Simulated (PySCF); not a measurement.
An EPR job on `C[C@@H](C(=O)O)[C+](F)[C](F)F` [radical].

Method: UKS B3LYP, pcH-1 on C F H O, non-relativistic, mean-field spin-orbit, GIAO (PySCF 2.14.0). Geometry: GFN2-xTB. The command runs a driver script over a list of jobs; the input below is this job's line of settings and its coordinates in Å.

Command:
```bash
OMP_NUM_THREADS=1 python probes_run.py task.json out
```

Input:
```
{"job": {"kind": "epr", "basis": "pcH-1"}, "charge": 1, "multiplicity": 2}
C     -0.492952     1.659470    -0.192358
C     -0.115631     0.275832     0.290710
C     -1.125633    -0.726292    -0.512185
O     -0.853925    -1.094568    -1.600107
O     -2.153684    -0.930801     0.235328
C      1.290154    -0.078884     0.063874
F      1.966847     0.623831    -0.821411
C      1.940249    -1.111990     0.689430
F      1.337516    -1.867217     1.561608
F      3.176270    -1.428260     0.508628
H      0.111362     2.404071     0.335389
H     -1.540471     1.872307     0.005049
H     -0.282923     1.795004    -1.254596
H     -0.405052     0.094458     1.333490
H     -2.856539    -1.478971    -0.168418
```

Output:
```
UKS, coarse grid
  cycle   1  E = -642.84394771  |g| = 9.50e-01
  cycle   2  E = -640.28231458  |g| = 2.31e+00
  cycle   3  E = -643.02567341  |g| = 6.07e-01
  cycle   4  E = -643.17065829  |g| = 1.40e-01
  cycle   5  E = -643.17617677  |g| = 1.40e-01
  cycle   6  E = -643.18485014  |g| = 3.52e-02
  cycle   7  E = -643.18516168  |g| = 2.77e-02
  cycle   8  E = -643.18546401  |g| = 1.42e-02
  cycle   9  E = -643.18557974  |g| = 3.58e-03
  cycle  10  E = -643.18558591  |g| = 1.87e-03
  cycle  11  E = -643.18558599  |g| = 3.94e-04
UKS, final grid
  cycle   1  E = -643.18566490  |g| = 5.58e-04
  cycle   2  E = -643.18566461  |g| = 1.04e-03
  cycle   3  E = -643.18566501  |g| = 2.14e-04
  cycle   4  E = -643.18566503  |g| = 6.26e-05
  cycle   5  E = -643.18566503  |g| = 2.83e-05
E = -643.18566503 Eh   <S^2> = 0.7528 (exact 0.7500)
g shifts (ppm)      1          2          3
  rmc          -267       -267       -267
  gc              1         50         57
  oz_so         -37       3255       6453
  total        -302       3038       6244
hyperfine (MHz)  atom isotope    a_iso     a_fc   dipolar eigenvalues
    0   13C      -0.49      -0.49     -1.78     -1.57      3.35
    1   13C     -15.36     -15.36     -9.60     -7.66     17.26
    2   13C      53.13      53.13     -9.32     -6.60     15.91
    3   17O      -7.44      -7.44    -49.26     23.59     25.67
    4   17O     -24.32     -24.32     -7.80      3.32      4.48
    5   13C       3.34       3.34    -24.24    -21.94     46.18
    6   19F      68.99      68.99   -165.05   -157.91    322.96
    7   13C      15.57      15.57    -33.78    -31.26     65.04
    8   19F      66.41      66.41   -143.29   -130.17    273.45
    9   19F      74.10      74.10   -157.97   -146.41    304.37
   10    1H      29.51      29.51     -2.39      0.13      2.27
   11    1H      -2.16      -2.16     -2.05     -0.97      3.02
   12    1H       6.19       6.19     -1.76     -1.51      3.27
   13    1H      76.09      76.09     -4.78     -2.11      6.89
   14    1H      13.07      13.07     -2.81     -0.20      3.01
```

rmc, gc and oz_so are the mass-correction, gauge-correction and orbital-Zeeman/spin–orbit parts of the g shift along its three principal axes; a_iso is the isotropic hyperfine coupling and a_fc its Fermi-contact part. The program numbers atoms from 0.

**Question.** How far is ⟨S²⟩ from the pure-spin value?

**Answer.** S = 0.5 gives S(S+1) = 0.75; the run has 0.7528, 0.0028 more.

**Question.** Get g_iso from the total shifts.

**Answer.** Their mean is 2993 ppm; added to g_e = 2.002319 it gives 2.00531.

Main results: ⟨S²⟩ 0.753; g_iso 2.0053.

One conformer (not necessarily the lowest) at the GFN2-xTB geometry, without solvent, vibrations or thermal averaging.

Time: 1.9 min of wall time (grids of density and orbitals included); peak memory 0.97 GiB. Hardware: an Arm Neoverse V1 with one thread, no GPU, shared host.
Labels such as C1 count atoms from 1, the log's own numbers from 0.
